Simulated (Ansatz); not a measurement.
Cartesian coordinates (Å):
```xyz
8

Mo     0.0487     0.0856     0.0359
Cl    -1.9042    -0.3595    -1.2151
Cl     1.0654    -1.8467    -0.7430
Cl    -0.9141     1.9656     0.9912
Cl    -0.9288    -1.1765     1.6945
Cl     1.9906     0.5859     1.1524
O      0.5221     1.0236    -1.4861
H      0.0350     1.1487    -2.3186
```
Charge 0, multiplicity 1.

Computed with frozen-core CCSD(T)/def2-TZVPP // r2SCAN-D4/def2-SVP run with Ansatz (an electronic-structure program).

```
Quantity                        Result
----------------------  --------------
HF energy               -2440.62806 Ha
MP2 correlation energy     -1.85577 Ha
```

Question: Estimate the CCSD correlation energy, the (T) correction, the total energy and the T1 diagnostic.

Answer: 
```
Item                              Value
-----------------------  --------------
CCSD correlation energy     -1.82612 Ha
(T) correction              -0.12114 Ha
CCSD(T) total energy     -2442.57532 Ha
T1 diagnostic                     0.029
```
